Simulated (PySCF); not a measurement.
**Ga (gallium, neutral) across methods**

[Ar] 3d10 4s1 4p1 5s1, high-spin 4P determinant (an excited configuration). Computed with PySCF 2.14 in aug-cc-pV5Z-PP with ECP10MDF, with scalar relativity through the core potential.

```csv
method,E (hartree),mean ε 4s α (eV),mean ε 4p α (eV),mean ε 5s α (eV),Σ⟨r²⟩ (bohr²),⟨S²⟩
PBE,-259.1370,-13.709,-6.452,-1.923,79.02,3.751
PBE0,-259.0989,-14.963,-7.486,-2.236,80.29,3.751
UHF,-258.03716,-18.189,-10.258,-2.892,85.50,3.752
LDA,-258.6957,-13.989,-6.472,-1.965,78.01,3.751
BP86,-259.2627,-13.854,-6.540,-2.003,78.43,3.751
r2SCAN,-259.0224,-14.227,-6.887,-1.903,80.24,3.752
M06-L,-259.1596,-13.705,-6.505,-1.865,81.20,3.752
```

Task: Estimate the same row for PW91.

Result: E (hartree) = -259.2390; mean ε 4s α (eV) = -13.796; mean ε 4p α (eV) = -6.495; mean ε 5s α (eV) = -1.936; Σ⟨r²⟩ (bohr²) = 78.57; ⟨S²⟩ = 3.751.

Energies and moments cover only the electrons outside the core potential. The outer electron is Rydberg-like, and this basis confines it to a smaller radius and binds it less than a complete one would.
